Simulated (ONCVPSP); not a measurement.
## Transferability test, ONCV potential for oxygen

O, optimised norm-conserving Vanderbilt (ONCV), made with ONCVPSP 4.0.1 (PBE, scalar-relativistic). Core [He], reference 2s2 2p4. Waves: 2s: rc 0.90 bohr, ncon 4, nbas 7, qcut 7.9 1/bohr, 2 projectors, debl 2.8 Ha; 2p: rc 1.30 bohr, ncon 3, nbas 7, qcut 9.1 1/bohr, 2 projectors, debl 0.6 Ha; d scattering state at 0.18 Ha: rc 1.05 bohr, ncon 4, nbas 7, qcut 8.5 1/bohr, 1 projector. Local part: polynomial inside 0.60 bohr (lpopt 5, dvloc0 0 Ha). Core correction: Teter function fitted to the true core (icmod 2), fcfact 0.6.

Energies are relative to the spin-unpolarised reference configuration 2s2 2p4; without spin polarisation the order of configurations can differ from experiment.

**Question.** Give the all-electron excitation energy and the error of the potential for: 2s2 2p3; 2s2 2p2; 2s2 2p1; 2s0 2p6.

**Answer.**

| valence configuration | charge | ΔE all-electron (eV) | error AE − PS (meV) |
| --- | --- | --- | --- |
| 2s2 2p3 | +1 | 16.431 | +18 |
| 2s2 2p2 | +2 | 50.017 | +162 |
| 2s2 2p1 | +3 | 103.885 | +667 |
| 2s0 2p6 | 0 | 29.937 | +45 |

Levels in the configuration 2s2 2p1:

```csv
level,all-electron (eV),pseudo (eV)
2s,-79.490,-79.191
2p,-64.957,-64.153
```
